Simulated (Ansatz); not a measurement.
`[CH3][Al]([SH])[Cl]` + CH₃NH₂ → `C[NH][Al]([CH3])[Cl]` + H₂S  (ligand exchange at the Al–S bond)

Computed with Ansatz on PBE0-D4/def2-TZVP structures; ΔE is electronic, products minus reactants. CBS: MP2 limit from def2 TZ/QZ plus the TZ coupled-cluster correction, frozen cores. This one scheme is used for every species. Functionals use def2-TZVPP. B3LYP here is the variant with VWN-RPA as its local correlation; programs differ in this. Each species was taken in one conformer, which may not be the lowest.

Q: Is it downhill or uphill in electronic energy at CCSD(T)/CBS, and by how much? (Estimate.)

A: Computed: Uphill: ΔE = +5.4 kcal/mol.

Q: What do these levels give: BLYP-D4, B97M-V, B3LYP-D4, r2SCAN0-D4, BHLYP-D4, CAM-B3LYP-D4, PBE, PBE0, B3LYP, r2SCAN0, CCSD(T)/def2-TZVPP, CCSD/CBS(def2)? (An estimate is asked.)

A: Ansatz gave: BLYP-D4 4.2, B97M-V 5.9, B3LYP-D4 4.7, r2SCAN0-D4 6.3, BHLYP-D4 5.0, CAM-B3LYP-D4 3.9, PBE 6.8, PBE0 7.1, B3LYP 5.1, r2SCAN0 6.4, CCSD(T)/def2-TZVPP 4.7, CCSD/CBS(def2) 5.3 kcal/mol.

Q: What do rigid-rotor, harmonic-oscillator terms from PBE0-D4/def2-TZVP frequencies (298.15 K, 1 bar) make of the CCSD(T)/CBS value? (An estimate is asked.)

A: Ansatz gave: ΔZPE = -2.5 kcal/mol, ΔH = +3.4 kcal/mol, ΔS = -11 J/(mol·K), ΔG = +4.2 kcal/mol. Modes under 50 cm⁻¹ make the entropy rough.

Largest T1 diagnostic among the species: 0.010.

At CCSD(T), def2-SVP lies −1.6 kcal/mol from the extrapolated value and def2-TZVPP −0.7 kcal/mol. Leaving LDA and LC-ωPBE aside and taking each functional with its dispersion term where it has one, the values, not all of them listed here, spread over 3.0 kcal/mol, from CAM-B3LYP-D4 to HSE06-D4. LDA lies −1.8 kcal/mol from PBE without D4.
